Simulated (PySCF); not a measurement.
C2HF4, SMILES F[CH]C(F)(F)F, multiplicity 2. Atoms are numbered in the order given.

```xyz
7

F      1.7726    -0.9042    -0.1584
C      1.1002     0.2235    -0.3250
C     -0.3503     0.1757     0.0181
F     -0.5612     0.0196     1.3418
F     -0.9708    -0.8378    -0.5990
F     -0.9263     1.3283    -0.3512
H      1.6734     1.1520    -0.2582
```
Charge 0, spin multiplicity 2.

The structure is a stationary point at B3LYP-D3(BJ)/def2-SVP. The isomer is the one that the SMILES or the coordinates give; other isomers of the formula were not compared.

These are PBE0/pcH-1 run with PySCF values and carry that method's errors.

Unrestricted Kohn–Sham, ⟨S²⟩ = 0.754. Hyperfine tensors hold the contact and dipolar terms, without spin-orbit corrections.

### Question
Estimate the hyperfine couplings. (Estimate from the structure and the level; the computed values follow.)

### Answer

```
nucleus    A(iso) (MHz)  A(iso) (G)  dipolar principal values (MHz)
---------  ------------  ----------  ------------------------------
19F no. 1         180.7        64.5           -300.1, -251.8, 551.9
13C no. 2         176.7        63.0             -83.1, -80.9, 164.0
13C no. 3         -31.0       -11.1                 -2.8, -1.7, 4.6
19F no. 4         150.8        53.8             -80.9, -76.4, 157.2
19F no. 5          40.8        14.6              -28.2, -26.9, 55.1
19F no. 6          -1.5        -0.5              -20.5, -12.8, 33.3
1H no. 7          -57.3       -20.5               -36.3, -3.7, 40.0
```

### Question
And the g tensor (effective nuclear charges for spin-orbit coupling, GIAO)? (The exact figures need the calculation; the answer reports its results.)

### Answer
principal values 2.0021, 2.0038, 2.0053; isotropic 2.0037.
